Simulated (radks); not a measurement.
All-electron atom: the platinum ion Pt2+ in [Kr] 4d10 4f14 5s2 5p5 5d8 6d1 (not the ground configuration).

Calculated with a radial shooting solver on a logarithmic mesh with Libxc functionals: non-relativistic Kohn-Sham, LDA (Slater exchange, Perdew-Wang correlation), spin-polarised, spherical densities, point nucleus; open shells are filled with parallel spins first (spin-orbit coupling, left out, can overturn this in heavy ions); relativity is left out, which matters for an element this heavy.

Energy parts (eV):
part                       energy
total                  -471384.77
kinetic                 471225.20
electron-nucleus      -1120756.98
Hartree                 186998.45
exchange-correlation     -8851.44

Orbitals (lengths in bohr, moments of r in powers of bohr):
orbital,occ.,eigenvalue (eV),<1/r>,<r^2>
1s up,1,-71138.00,77.41,0.0005040
1s down,1,-71137.87,77.41,0.0005040
2s up,1,-11864.60,18.21,0.007850
2s down,1,-11864.35,18.21,0.007850
2p up,3,-11404.87,18.25,0.005791
2p down,3,-11404.62,18.25,0.005791
3s up,1,-2787.153,7.041,0.04875
3s down,1,-2786.974,7.041,0.04875
3p up,3,-2570.413,6.998,0.04490
3p down,3,-2570.224,6.998,0.04490
3d up,5,-2164.733,6.930,0.03464
3d down,5,-2164.512,6.930,0.03464
4s up,1,-605.7883,3.070,0.2352
4s down,1,-605.4530,3.070,0.2351
4p up,3,-512.9130,2.982,0.2417
4p down,3,-512.5556,2.983,0.2415
4d up,5,-342.0891,2.797,0.2561
4d down,5,-341.6788,2.798,0.2557
4f up,7,-113.9970,2.437,0.3062
4f down,7,-113.4610,2.442,0.3042
5s up,1,-110.9627,1.273,1.217
5s down,1,-108.8817,1.275,1.216
5p up,3,-81.5006,1.165,1.439
5p down,2,-79.3878,1.166,1.442
5d up,5,-35.2958,0.8940,2.440
5d down,3,-33.3476,0.8869,2.492
5f up,0,-6.4607,0.2468,27.24
5f down,0,-5.6875,0.2282,32.09
6s up,0,-24.0037,0.4889,7.521
6s down,0,-22.9272,0.4860,7.586
6p up,0,-17.6825,0.4132,10.42
6p down,0,-16.6617,0.4113,10.54
6d up,1,-9.7199,0.2811,22.12
6d down,0,-8.8151,0.2737,23.72
7d up,0,-4.5474,0.1585,80.15
7d down,0,-4.2880,0.1515,88.19

The highest occupied level is 6d up at -9.720 eV. The configuration is held as typed, so some empty levels lie below it. Virial ratio -V/T = 2.00034. Spin moment in Bohr magnetons: 4. The electron density at the nucleus is 3.399e+05 e/bohr^3. The spin density at the nucleus is -1.4720 e/bohr^3 (1s -0.2824, 2s -0.0817, 3s -0.0735, 4s -0.0767, 5s -0.9578). The density falls to 0.001 e/bohr^3 at r = 4.65 bohr.
